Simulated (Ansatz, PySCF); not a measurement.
Scan of H₃N (cation, charge +1), doublet: umbrella (inversion) coordinate, bond length relaxed. Scanned: angle between the N-H bonds and the threefold axis (90 = planar). Other coordinates (N-H bond length) were minimised at PBE0/def2-TZVP.

- PBE = unrestricted PBE/def2-TZVP (PySCF 2.14.0)
- r2SCAN = unrestricted r2SCAN/def2-TZVP (PySCF)
- CCSD(T)/aug-cc-pVQZ = Ansatz (a first-principles code) with CCSD(T) on UHF/aug-cc-pVQZ, frozen core

Energies relative to the lowest point of each profile, in kcal/mol; the last columns give the difference from CCSD(T):

| a / ° | PBE | r2SCAN | CCSD(T)/aug-cc-pVQZ | PBE − CCSD(T)/aug-cc-pVQZ | r2SCAN − CCSD(T)/aug-cc-pVQZ |
|---|---|---|---|---|---|
| 90 | 0.0 | 0.0 | 0.0 | 0.0 | 0.0 |
| 93.90 | 0.4 | 0.4 | 0.4 | 0.0 | 0.0 |
| 96.90 | 1.2 | 1.3 | 1.2 | 0.0 | 0.1 |
| 99.90 | 2.6 | 2.8 | 2.7 | 0.0 | 0.1 |
| 102.90 | 4.7 | 4.9 | 4.7 | -0.1 | 0.2 |
| 105.90 | 7.5 | 7.9 | 7.6 | -0.1 | 0.3 |
| 108.90 | 11.2 | 11.8 | 11.4 | -0.2 | 0.3 |
| 111.90 | 16.0 | 16.8 | 16.3 | -0.4 | 0.4 |
| 114.90 | 21.9 | 23.0 | 22.5 | -0.5 | 0.5 |
| 117.90 | 29.2 | 30.6 | 30.0 | -0.8 | 0.6 |
| 120.90 | 38.0 | 39.8 | 39.0 | -1.0 | 0.8 |
| 123.90 | 48.4 | 50.7 | 49.7 | -1.3 | 1.0 |
| 126.90 | 60.7 | 63.4 | 62.3 | -1.6 | 1.2 |
| 129.90 | 74.8 | 78.2 | 76.8 | -2.0 | 1.4 |
| 132 | 86.1 | 89.9 | 88.3 | -2.3 | 1.6 |

PBE is furthest from CCSD(T)/aug-cc-pVQZ at 132 (-2.3 kcal/mol, below); its mean absolute difference over the points is 0.7 kcal/mol.

r2SCAN is furthest from CCSD(T)/aug-cc-pVQZ at 132 (1.6 kcal/mol, above); its mean absolute difference over the points is 0.6 kcal/mol.
